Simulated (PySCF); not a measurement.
Species: 4-methylanisole, C₈H₁₀O.
Numbering: `[CH3:1][O:2][c:3]1[cH:4][cH:5][c:6]([CH3:7])[cH:8][cH:9]1` (hydrogens: H10, H11, H12 on C1; H13 on C4; H14 on C5; H15, H16, H17 on C7; H18 on C8; H19 on C9)

Geometry (PBE0-D3(BJ)/def2-SVP, Å), atoms numbered from 1 in this order:
```xyz
19
C8H10O angstrom
C      3.278   -0.683   -0.315
O      2.454    0.441   -0.420
C      1.133    0.302   -0.170
C      0.352    1.459   -0.281
C     -1.013    1.406   -0.041
C     -1.653    0.210    0.313
C     -3.137    0.154    0.538
C     -0.858   -0.932    0.423
C      0.517   -0.902    0.186
H      3.269   -1.108    0.705
H      2.988   -1.476   -1.028
H      4.297   -0.352   -0.551
H      0.847    2.393   -0.554
H     -1.603    2.323   -0.130
H     -3.677   -0.060   -0.400
H     -3.408   -0.633    1.257
H     -3.522    1.110    0.922
H     -1.321   -1.883    0.704
H      1.096   -1.820    0.288
```

All values: CAM-B3LYP/def2-SVPD (PySCF, non-relativistic), on one gas-phase PBE0-D3(BJ)/def2-SVP geometry that isn't relaxed in the solvent. The solvent is an IEF-PCM continuum (cavity from Bondi-type radii × 1.2), and excitations are vertical TDDFT with non-equilibrium linear response and a frozen core. Specific hydrogen bonds and non-electrostatic terms are outside this model.

```csv
run,E − E(gas) (kcal/mol),HOMO (eV),HOMO–LUMO gap (eV),dipole (D),lowest singlet (eV),static polarisability (au)
gas,0.00,-7.39,8.22,1.18,5.03,99.5
P,-3.50,-7.45,8.22,1.59,5.00,130.8
Q,-4.16,-7.47,8.23,1.69,5.00,137.5
```

Task: The runs were made in dichloromethane and dimethylsulfoxide. Which run belongs to which solvent?

Result: P = dichloromethane, Q = dimethylsulfoxide. The dielectric constants are 8.93 (dichloromethane), 46.83 (dimethylsulfoxide), and the energy falls further as ε rises. The optical constants n² used for the excitations are 2.03, 2.19 in the same order. In this model the ground state sees the solvent through ε alone.

Task: How constant is the ratio of the lowering to (ε − 1)/(2ε + 1)?

Result: 
| solvent | (ε − 1)/(2ε + 1) | E − E(gas) (kcal/mol) | ratio (kcal/mol) | polarisation term (kcal/mol) |
| --- | --- | --- | --- | --- |
| dichloromethane | 0.420 | -3.50 | -8.3 | -4.00 |
| dimethylsulfoxide | 0.484 | -4.16 | -8.6 | -4.87 |

The ratio changes by +3.1 % in size from dichloromethane to dimethylsulfoxide. The polarisation term is half the interaction of the solute with the induced surface charges.
